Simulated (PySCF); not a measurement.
HNSi, SMILES [NH+]#[Si-]. Coordinates come from a PBE0-D3(BJ)/def2-TZVPD optimisation.

Computed equilibrium geometry at PBE0-D3(BJ)/def2-TZVPD (PySCF confirms it by a frequency run) as bond lengths and angles, and its point group:
point group C∞v.
Atoms: H1 N2 Si3. Bonded distances (Å): H1–N2 1.000, N2–Si3 1.546. Bond angles (°): H1–N2–Si3 180.0.
Charge 0, spin multiplicity 1.
